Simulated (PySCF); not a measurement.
**Correlation energy of Pd(2+) (palladium, charge +2)**

[Kr] 4d7 5s1, high-spin 5F determinant (an excited configuration). Computed with PySCF 2.14 in aug-cc-pVDZ-PP with ECP28MDF (5s5p4d2f, 54 functions), with a scalar-relativistic core potential. Frozen: 4s2 4p6; 8 electrons correlated.

```csv
level,correlation energy (mhartree)
CCSD,-149.80
(T),-1.79
CCSD(T),-151.59
```

Diagnostics: T1 = 0.0060, D1 = 0.0188, largest double amplitude 0.020.

Cost of the coupled-cluster step: about 2.9 core-seconds, for 8 correlated electrons.
